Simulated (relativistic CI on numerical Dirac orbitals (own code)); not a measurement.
Ions with 23 electrons, V to Mo¹⁹⁺

These numbers are calculated, not measured: Dirac-Coulomb-Breit CI, KLI orbitals optimised for each configuration, model QED, unscaled Slater integrals (own radial code, finite nucleus).

Configurations in the expansion (outside the closed core [Ne]): 3s2.3p6.3d5, 3s2.3p5.3d6, 3s.3p6.3d6, 3s2.3p6.3d4.4s, 3s2.3p6.3d4.4p, 3s2.3p6.3d3.4s2, 3s2.3p6.3d2.4s2.4p. Double excitations out of closed p, d and f shells are left out; levels of such configurations are missing from the list, as are those of other unlisted configurations, and high levels can miss mixing partners.

Energies above each ion's lowest level, in cm⁻¹. Levels are followed by their leading LS label, which can pass from one level to another where the coupling changes.

```csv
Ion,3s2.3p6.3d5 6S_5/2,3s2.3p6.3d5 4G_5/2,3s2.3p6.3d5 4G_7/2,3s2.3p6.3d5 4G_11/2,3s2.3p6.3d5 4G_9/2
V,,,,,
Cr⁺,0.0,24666.0,24671.2,24673.5,24674.6
Mn²⁺,0.0,30996.3,30994.5,30959.4,30984.2
Fe³⁺,0.0,36329.5,36328.7,36268.3,36312.3
Co⁴⁺,0.0,41250.6,41256.4,41169.1,41236.3
Ni⁵⁺,0.0,45917.6,45937.7,45821.9,45917.8
Cu⁶⁺,0.0,50407.9,50453.7,50308.1,50439.6
Zn⁷⁺,0.0,54763.1,54850.5,54674.7,54850.5
Ga⁸⁺,0.0,59005.1,59156.2,58951.3,59182.2
Ge⁹⁺,0.0,63143.3,63388.5,63157.7,63457.0
As¹⁰⁺,0.0,67177.5,67558.8,67307.7,67691.9
Se¹¹⁺,0.0,71098.1,71673.8,71411.6,71901.0
Br¹²⁺,0.0,74884.4,75736.8,75477.3,76096.6
Kr¹³⁺,0.0,78501.2,79748.6,79510.9,80290.5
Rb¹⁴⁺,0.0,81894.0,83707.3,83517.2,84494.0
Sr¹⁵⁺,0.0,84989.0,87609.2,87500.2,88719.0
Zr¹⁷⁺,0.0,89968.6,95221.2,95409.6,97283.9
Nb¹⁸⁺,0.0,91749.8,98921.0,99342.3,101652.1
Mo¹⁹⁺,0.0,93047.3,102546.6,103265.6,106098.7
```

In the calculation the lowest level changes from 3s2.3p6.3d3.4s2 4F_3/2 to 3s2.3p6.3d5 6S_5/2 at Cr⁺.

Between Z = 38 and 42 the energy of 3s2.3p6.3d5 4G_5/2 follows a local power law Z^0.9. For orientation: electrostatic splittings inside a shell grow about linearly with the screened charge, excitations that change n as its square, and fine structure as its fourth power; written in Z itself the exponents are larger, since the screened charge grows faster in proportion.

The members near neutrality are the least accurate: they can be off by several eV, miss lower levels of configurations outside the list, or start from a wrong lowest level.
